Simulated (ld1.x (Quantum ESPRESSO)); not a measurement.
# Reading a pseudo-wave (aluminium)

Columns: radius, all-electron u(r) and pseudo u(r) of the 3s shell (level -7.72 eV) of aluminium in the configuration [Ne] 3s2 3p1; revPBE, scalar-relativistic, TM scheme, ld1.x (Quantum ESPRESSO) 7.5.

| r (bohr) | all-electron | pseudo |
| --- | --- | --- |
| 0.145 | 0.0341 | 0.0290 |
| 0.290 | -0.2220 | 0.0598 |
| 0.435 | -0.2913 | 0.0945 |
| 0.580 | -0.2182 | 0.1351 |
| 0.725 | -0.0795 | 0.1836 |
| 0.870 | 0.0760 | 0.2416 |
| 1.015 | 0.2229 | 0.3095 |
| 1.160 | 0.3498 | 0.3849 |
| 1.305 | 0.4532 | 0.4627 |
| 1.450 | 0.5337 | 0.5349 |
| 1.595 | 0.5939 | 0.5940 |
| 1.740 | 0.6361 | 0.6361 |
| 1.885 | 0.6619 | 0.6619 |
| 2.030 | 0.6736 | 0.6736 |
| 2.175 | 0.6736 | 0.6736 |
| 2.320 | 0.6640 | 0.6640 |
| 2.465 | 0.6470 | 0.6470 |
| 2.610 | 0.6242 | 0.6242 |
| 2.755 | 0.5972 | 0.5972 |
| 2.900 | 0.5674 | 0.5674 |
| 3.045 | 0.5357 | 0.5357 |
| 3.190 | 0.5032 | 0.5032 |
| 3.335 | 0.4704 | 0.4704 |
| 3.480 | 0.4380 | 0.4380 |
| 3.625 | 0.4064 | 0.4064 |
| 3.770 | 0.3760 | 0.3760 |

Q: How many radial nodes do the two functions have?

A: The all-electron 3s function has n − l − 1 = 2; the pseudo-wave has 0, since the states of the same l below it are removed with the core.

Q: At about which radius was the pseudo-wave matched?

A: 1.70 bohr, where the columns begin to agree (steps of 0.14 bohr).

Q: Is the pseudo-wave norm-conserving?

A: Yes: the TM scheme keeps the norm inside the radius equal to the all-electron one, which fixes the energy derivative of the logarithmic derivative at the level.
